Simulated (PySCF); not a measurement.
C4H4Cl2, SMILES ClC1=C(Cl)CC1.

The structure is a stationary point at B3LYP-D3(BJ)/def2-SVP.

Calculation: HF/def2-TZVP (PySCF).

Symmetry labels are those of the subgroup C2v that the program uses (full group C2v).

Computed valence orbital energies around the gap with their symmetry:
```json
[
 {"orbital": "HOMO−7", "symmetry": "A2", "energy (eV)": "-14.65"},
 {"orbital": "HOMO−6", "symmetry": "B2", "energy (eV)": "-14.20"},
 {"orbital": "HOMO−5", "symmetry": "B1", "energy (eV)": "-14.05"},
 {"orbital": "HOMO−4", "symmetry": "A1", "energy (eV)": "-13.58"},
 {"orbital": "HOMO−3", "symmetry": "A2", "energy (eV)": "-13.23"},
 {"orbital": "HOMO−2", "symmetry": "B1", "energy (eV)": "-12.45"},
 {"orbital": "HOMO−1", "symmetry": "A1", "energy (eV)": "-12.21"},
 {"orbital": "HOMO", "symmetry": "B2", "energy (eV)": "-9.44"},
 {"orbital": "LUMO", "symmetry": "A1", "energy (eV)": "3.76"},
 {"orbital": "LUMO+1", "symmetry": "A2", "energy (eV)": "3.82"},
 {"orbital": "LUMO+2", "symmetry": "B1", "energy (eV)": "4.56"},
 {"orbital": "LUMO+3", "symmetry": "B2", "energy (eV)": "5.06"}
]
```
